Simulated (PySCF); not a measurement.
thionyl fluoride (F₂OS), SMILES O=S(F)F. Geometry optimised at PBE-D3(BJ)/def2-TZVP.

Computed equilibrium geometry at PBE-D3(BJ)/def2-TZVP (PySCF confirms it by a frequency run) as a Z-matrix, and its point group:
point group Cs.
```
S
O 1 1.4397
F 1 1.6295 2 106.58
F 1 1.6295 2 106.58 3 98.81
```
